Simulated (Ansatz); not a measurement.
Geometry optimisation, RKS r2SCAN/6-31G (Ansatz).

Input:

```yaml
crystal:
  periodic: [false, false, false]
  atoms:
    - { symbol: C, position_ang: [-1.6128, 0.8818, 0.5966] }
    - { symbol: "N", position_ang: [-0.2113, 1.0812, 0.5553] }
    - { symbol: B, position_ang: [0.4188, -0.1776, -0.0144] }
    - { symbol: C, position_ang: [1.3811, -0.0802, -1.341] }
    - { symbol: "N", position_ang: [0.3192, -1.511, 0.7236] }
    - { symbol: H, position_ang: [-2.1206, 1.8749, 0.9742] }
    - { symbol: H, position_ang: [-1.9361, 0.0889, 1.2543] }
    - { symbol: H, position_ang: [-0.67633, -0.13617, -0.42411] }
    - { symbol: H, position_ang: [0.1307, 1.2192, 1.5821] }
    - { symbol: H, position_ang: [2.1434, 0.6279, -1.1716] }
    - { symbol: H, position_ang: [0.6483, 0.2588, -2.1459] }
    - { symbol: H, position_ang: [1.7407, -1.0802, -1.5755] }
    - { symbol: H, position_ang: [-0.1528, -2.1636, 0.0601] }
    - { symbol: H, position_ang: [1.257, -1.8243, 0.9787] }
basis:
  gaussian: { orbitals: "6-31G" }
hamiltonian:
  xc: r2scan
relax:
  f_tol: 0.02
  max_steps: 50
output:
  orbitals: {}
```

Launched with:

```bash
$ ansatz run input.yaml --threads 1 --pin off --max-ram 2048MiB --backend cpu --events-out ev --progress --plain --runs-dir out
```

Where does it end, and by what steps?

It converged. Limits of this set-up: no polarisation functions. After 20 steps the energy has fallen by 5.553 eV; H7 moved furthest, 1.40 Å.

```tsv
step	energy less start (eV)	largest force component (eV/Å)	accepted
0	0.0000	5.418	yes
1	-2.2486	2.344	yes
2	-3.0705	1.409	yes
3	-3.4274	1.057	yes
4	-3.9327	0.950	yes
5	-4.2933	1.435	yes
6	-4.7277	1.082	yes
7	-4.9373	1.987	yes
8	-5.0678	1.464	yes
9	-5.1812	0.470	yes
10	-5.2455	0.991	yes
11	-5.3388	0.722	yes
12	-5.4117	0.897	yes
13	-5.4610	1.215	yes
14	-5.5266	0.443	yes
15	-5.5455	0.198	yes
16	-5.5481	0.173	yes
17	-5.5507	0.108	yes
18	-5.5521	0.056	yes
19	-5.5526	0.030	yes
20	-5.5529	0.014	yes
```

```xyz
14
Properties=species:S:1:pos:R:3
C -1.590 1.166 0.801
N -0.410 0.662 0.690
B 0.097 -0.587 -0.273
C 1.177 0.051 -1.293
N 0.702 -1.535 0.713
H -1.842 1.918 1.546
H -2.357 0.805 0.121
H -0.948 -0.951 -0.803
H 0.314 0.956 1.354
H 2.073 0.435 -0.773
H 0.765 0.871 -1.896
H 1.517 -0.731 -1.989
H 0.146 -2.235 1.184
H 1.686 -1.764 0.671
```

Whether the end is a true minimum wasn't checked by a vibrational analysis.

Run time: 3.7 min on 1 thread of Arm Neoverse N1, on a shared host, peak memory 0.17 GiB.
